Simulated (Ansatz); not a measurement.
Gas-phase electronic energies from Ansatz, PBE0-D4/def2-TZVP geometries. CBS: MP2 limit from def2 TZ/QZ plus the TZ coupled-cluster correction, frozen cores. This one scheme is used for every species. DFT in def2-TZVPP. B3LYP here is the variant with VWN-RPA as its local correlation; programs differ in this. HSE06 is defined as in plane-wave codes. For Ge outer-core shells are correlated without core-valence functions, which leaves a few kJ/mol of doubt a bond. Scalar relativity is left out up to krypton. One conformer a species, not always the lowest.

Reaction (ligand exchange at a Ge–C bond): `[SiH3]C#[C][GeH3]` + `O[SiH](Cl)Cl` → `Cl[SiH](Cl)[O][GeH3]` + `C#C[SiH3]`

```tsv
level	ΔE (kcal/mol)	difference from CCSD(T)/CBS
LDA (SPW92)	-3.1	2.6
PBE-D4	-4.0	1.7
revPBE-D4	-4.3	1.4
r2SCAN-D4	-5.3	0.4
B97M-V	-6.4	-0.7
PBE0-D4	-4.5	1.2
B3LYP-D4	-6.8	-1.1
r2SCANh-D4	-5.4	0.3
r2SCAN0-D4	-5.4	0.3
HSE06-D4	-4.4	1.3
BHLYP-D4	-7.9	-2.2
CAM-B3LYP-D4	-7.1	-1.4
ωB97X-V	-6.5	-0.8
ωB97M-V	-6.2	-0.5
B2PLYP	-5.8	-0.1
PBE-QIDH	-4.7	1.0
PBE	-3.2	2.5
revPBE	-2.9	2.8
BLYP	-5.1	0.6
r2SCAN	-5.1	0.6
PBE0	-3.8	1.9
B3LYP	-5.5	0.2
r2SCANh	-5.1	0.6
r2SCAN0	-5.1	0.6
BHLYP	-6.6	-0.9
CAM-B3LYP	-6.3	-0.6
LC-ωPBE	-4.9	0.8
HF/def2-SVP	-8.8	-3.1
MP2/def2-SVP	-7.0	-1.3
CCSD/def2-SVP	-7.7	-2.0
CCSD(T)/def2-SVP	-7.4	-1.7
SCS-MP2/def2-TZVPP	-6.1	-0.4
CCSD/def2-TZVPP	-5.9	-0.2
CCSD(T)/def2-TZVPP	-5.5	0.2
HF/def2-QZVPP	-8.8	-3.1
MP2/def2-QZVPP	-5.5	0.2
SCS-MP2/def2-QZVPP	-6.4	-0.7
HF/CBS(def2)	-8.9	-3.2
MP2/CBS(def2)	-5.4	0.3
CCSD/CBS(def2)	-6.1	-0.4
CCSD(T)/CBS	-5.7	0
```

Largest T1 diagnostic among the species: 0.013.

The D4 term adds −1.3 kcal/mol with B3LYP and −0.7 kcal/mol with PBE0; it sums over pairs of atoms, weighted by their polarisabilities, and B3LYP, whose exchange is more repulsive, gets the larger term. In def2-TZVPP, CCSD(T) changes the Hartree–Fock value by +2.8 kcal/mol (the triples alone add +0.4 kcal/mol) and MP2 by +3.2 kcal/mol. At CCSD(T), def2-SVP lies −1.7 kcal/mol from the extrapolated value and def2-TZVPP +0.2 kcal/mol.
